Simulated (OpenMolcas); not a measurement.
**What dynamic correlation does to the levels of Re2+**

```
Program             : OpenMolcas 26.06
Basis               : ANO-RCC-VQZP [9s8p6d4f3g2h]
Scalar Hamiltonian  : DKH2, point nucleus
Active space        : 11 electrons in 8 orbitals (RAS1 5p, at most 2 holes; RAS2 5d)
State averaging     : 2S+1 = 6 even, 1 root; 2S+1 = 4 even, 24 roots; 2S+1 = 2 even, 75 roots
Spin-orbit coupling : RASSI with atomic mean-field integrals over the reference wave functions, term energies averaged over their components
```

Methods on the same reference wave functions:
A. RASSCF
B. SS-RASPT2, IPEA 0.25 Eh, imaginary shift 0.1 Eh (closed shells correlated: 5s)
C. MS-RASPT2, IPEA 0.25 Eh, imaginary shift 0.1 Eh (closed shells correlated: 5s)

Energies in cm-1 above 5d5 6S 5/2, the measured ground level; measured values from the list in Brasseur, Gamrath and Quinet, At. Data Nucl. Data Tables 157, 101636 (2024).

| Level | A | B | C | Measured |
| --- | --- | --- | --- | --- |
| 5d5 6S 5/2 | 0.0 | 0.0 | 0.0 | 0.0 |
| 5d5 4G 7/2 [71 %] | 22810 | 18500 | 18500 | 16890 |
| 5d5 4G 11/2 | 23538 | 19310 | 19310 | 18020 |
| 5d5 4G 9/2 | 24056 | 19860 | 19860 | 18346 |
| 5d5 4P 1/2 [60 %] | 24954 | 21110 | 21110 |  |
| 5d5 4D 7/2 [74 %] | 28243 | 23170 | 23170 | 20453 |
| 5d5 4D 1/2 [64 %] | 30691 | 25960 | 25960 |  |
| 5d5 2I 11/2 | 33504 | 27950 | 27950 | 26170 |
| 5d5 2I 13/2 | 36016 | 30290 | 30290 | 28588 |
| 5d5 2H 9/2 [52 %] | 40770 | 35230 | 35230 |  |
| 5d5 2F 5/2(2) [56 %] | 44343 | 37490 | 37490 |  |
| 5d5 2H 11/2 [74 %] | 46230 | 40780 | 40780 |  |
| 5d5 2S 1/2 | 49111 | 41440 | 41440 |  |
| 5d5 2D 3/2(2) | 54009 | 46380 | 46380 |  |
| 5d5 2D 5/2(2) [70 %] | 56787 | 49260 | 49260 |  |
| 5d5 2G 9/2(2) | 60678 | 52010 | 52010 |  |
| 5d5 2G 7/2(2) | 61765 | 53170 | 53170 |  |
| 5d5 2P 3/2 | 70517 | 59290 | 59290 |  |
| 5d5 2P 1/2 | 72934 | 61790 | 61790 |  |
| 5d5 2D 5/2(3) | 77809 | 67110 | 67110 |  |
| 5d5 2D 3/2(3) | 79466 | 68680 | 68680 |  |

Deviations, from unrounded energies. A percentage is the sum of absolute deviations over the sum of measured energies, with the sign that they share, or ± where signs differ.

```json
{"Against measurement": "mean absolute deviation (cm-1)", "Levels": "6", "A": "6600", "B": "1800", "C": "1800"}
{"Against measurement": "other terms of the ground configuration (%)", "Levels": "6", "A": "+30.9", "B": "+8.3", "C": "+8.3"}
```

B, C lie about equally close to measurement and A furthest from it. The largest miss of B in the table is 5d5 4D 7/2 [74 %], by +2700 cm-1. The ranking rests on the paired levels alone, and a cruder setting can come out closer through cancelling errors.

Between B and C no level of the table moves by more than 5 cm-1.

The two smallest mean deviations differ by little beside CASPT2's spread within terms, so their order carries little weight.

From A to B the spin-free energies of the other terms of 5d5 shown, above 6S, scale by factors of 0.80 to 0.87, as is usual when dynamic correlation screens the repulsion within a d or f shell.

The lowest spin-free term lies below A's lowest term by 0.328 hartree in B, 0.328 hartree in C.

Term energies are means over components that CASPT2 splits; among the terms shown or strongly mixed into the levels shown the widest spread is 900 cm-1 (5d5 2F(2), C). Some levels mix across a computed gap that differs much from the measured one, so their mixing is not that of the real levels. Active for correlation alone: 5p; no level in the range computed is led by a configuration that opens it, so any true level of that kind is missing. Without dynamic correlation excited terms often stand tens of per cent too high (terms of higher spin than the ground term too low), and those without a measured partner can miss by more than the paired ones (holds for A). Blocks of more than 70 roots (2S+1 = 2 even) ran without multistate coupling (holds for C). Measured partners are found by configuration, term and J. A level has none where our copy of the source lacks it or the pairing is in doubt (some pairs that miss far off the trend of their configuration count as doubtful), and it then counts in no deviation. Levels of configurations outside the active space are missing. The table leaves out levels that lie high or whose names do not pair safely across all columns.

A share in square brackets marks a mixed level and gives the weight of the term that names it, the lowest over the columns. A number in round brackets counts repeated terms of one configuration in the order of the reference energies.
